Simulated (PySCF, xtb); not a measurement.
B(CCH)(F)2 (C2HBF2), SMILES C#CB(F)F.

Coordinates come from a PBE0-D3(BJ)/def2-SVP optimisation.

Computed with PySCF with C-PCM-B3LYP/def2-SVP.

The values are the electrostatic part of the solvation free energy, E(continuum) − E(gas) at the gas-phase geometry, in a cavity of scaled van der Waals radii (PySCF's table); cavitation and dispersion terms are not included. In vacuum the orbital gap is 6.90 eV. The dipole moment in vacuum is 1.87 D.

Computed values in water (ε = 78.36), 2-propanol (ε = 19.26), dimethylsulfoxide (ε = 46.83):
```tsv
solvent	ε	ΔG(elec) (kcal/mol)	dipole (D)	gap (eV)
water	78.36	-2.8	2.30	6.92
2-propanol	19.26	-2.7	2.28	6.92
dimethylsulfoxide	46.83	-2.8	2.29	6.92
```

For comparison, GFN2-xTB/ALPB(water) (xtb, at the GFN2-xTB geometry, all terms of that model) gives -2.1 kcal/mol.
